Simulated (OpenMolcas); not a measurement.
## What dynamic correlation does to the levels of Se III

- Program: OpenMolcas
- Basis: ANO-RCC-VTZP [6s5p3d1f]
- Scalar Hamiltonian: DKH2, point nucleus
- Active space: 4 electrons in 8 orbitals (4s 4p 5s 5p)
- State averaging: 2S+1 = 3 even, 3 roots; 2S+1 = 1 even, 9 roots; 2S+1 = 5 odd, 1 root; 2S+1 = 3 odd, 9 roots; 2S+1 = 1 odd, 8 roots
- Spin-orbit coupling: state interaction with AMFI integrals over the reference wave functions, term energies averaged over their components

Methods on the same reference wave functions:
A. CASSCF
B. SS-CASPT2, IPEA 0.25 Eh, imaginary shift 0.1 Eh (closed shells correlated: 3d)

Energies in cm-1 above 4s2 4p2 3P0, the measured ground level; measured values from Moore, Atomic Energy Levels, vol. II, NSRDS-NBS 35 (1971 reprint of NBS Circular 467, 1952).

```
       Level       A       B  Measured
 4s2 4p2 3P0     0.0     0.0       0.0
 4s2 4p2 3P1    1503    1507      1741
 4s2 4p2 3P2    3557    3490      3937
 4s2 4p2 1D2   16511   13160     13032
 4s2 4p2 1S0   27964   27680          
4s 4p3 5S* 2   57003   63340          
4s 4p3 3D* 1   98619   88990          
4s 4p3 3D* 2   98698   89110     92723
4s 4p3 3D* 3   99227   89560          
4s 4p3 3P* 0  110823  105790    106482
4s 4p3 3P* 1  111067  105980          
4s 4p3 3P* 2  111473  106330
```

Deviations, from unrounded energies. A percentage is the sum of absolute deviations over the sum of measured energies, with the sign that they share, or ± where signs differ.

```tsv
Against measurement	Levels	A	B
mean absolute deviation (cm-1)	5	2900	1000
fine structure of the ground term (%)	2	-10.9	-12.0
other terms of the ground configuration (%)	1	+26.7	+1.0
other configurations (%)	2	+5.2	-2.2
```

B lies closest to measurement on these levels. The largest miss of B in the table is 4s 4p3 3D* 2, by -3600 cm-1. The ranking rests on the paired levels alone, and a cruder setting can come out closer through cancelling errors.

From A to B the spin-free energies of the other terms of 4s2 4p2 shown, above 3P, scale by factors of 0.75 to 0.99.

The lowest spin-free term lies below A's lowest term by 0.094 hartree in B.

Term energies are means over components that CASPT2 splits; among the terms shown or strongly mixed into the levels shown the widest spread is 290 cm-1 (4s 4p3 3D*, B). Over all roots computed the reference weight is 0.84 to 0.98 in B; the roots of lowest weight are the least certain, and an intruder state may touch them. The run also gave levels led by 4s2 4p 5p, which use shells meant for correlation; these and all levels above them are left out. Terms of s pⁿ other than that of highest spin mix with s² pⁿ⁻² d, which this space lacks; all of them can be thousands of cm-1 off, and some have no real level of that name. Measured partners are found by configuration, term and J. A level has none where our copy of the source lacks it or the pairing is in doubt (some pairs that miss far off the trend of their configuration count as doubtful), and it then counts in no deviation. Levels of configurations outside the active space are missing. The table leaves out levels that lie high or whose names do not pair safely across all columns.

* marks odd parity.
